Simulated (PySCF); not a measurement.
LaOCl at several levels of theory

Computed with PySCF 2.14.0 (density fitting, no spin-orbit coupling) at the geometry relaxed with PBE0:

```xyz
3
LaOCl (singlet)
La    0.3050    0.0000   -0.4618
O     1.8509    0.0000    0.6334
Cl   -1.9730    0.0000    0.9031
```

```json
{"level": "PBE0", "basis": "La lcecp-1-SVP with ECP46, O def2-SVP, Cl def2-SVP", "state": "singlet", "HOMO (eV)": "-6.97", "gap (eV)": "4.86", "charge on La1 (e)": "0.89", "population of f-type functions on La1 (polarisation alone where 4f lies in the core)": "0.11", "dipole about the centre of mass (D)": "7.71", "largest force component (eV/Å)": "0.01"}
{"level": "PBE0", "basis": "La lcecp-1-TZVP with ECP46, O def2-TZVP, Cl def2-TZVP", "state": "singlet", "HOMO (eV)": "-6.97", "gap (eV)": "4.89", "charge on La1 (e)": "1.24", "population of f-type functions on La1 (polarisation alone where 4f lies in the core)": "0.12", "dipole about the centre of mass (D)": "7.93", "largest force component (eV/Å)": "0.27"}
```

In the lcecp rows the 4f levels are missing from HOMO and gap, and the state counts the valence alone.

Charges are Mulliken's, which hang on the basis. The relaxation used the grid (50, 194), these runs (75, 302) or, all-electron (x2c bases, spin-free X2C Hamiltonian), (99, 590).

Q: A further run in the first row's basis gives HOMO (eV) -8.23, gap (eV) 6.69, charge on La1 (e) 0.87, population of f-type functions on La1 (polarisation alone where 4f lies in the core) 0.11, dipole about the centre of mass (D) 7.92, largest force component (eV/Å) 0.11. Which level was it?
A. TPSS
B. CAM-B3LYP

A: B. The others give HOMO -5.64 eV (TPSS).

In the first row's basis the gap widens with exact exchange: 3.1 eV for TPSS (none); 4.9 eV for PBE0 (a fixed share); 6.7 eV for CAM-B3LYP (rising or full at long range).
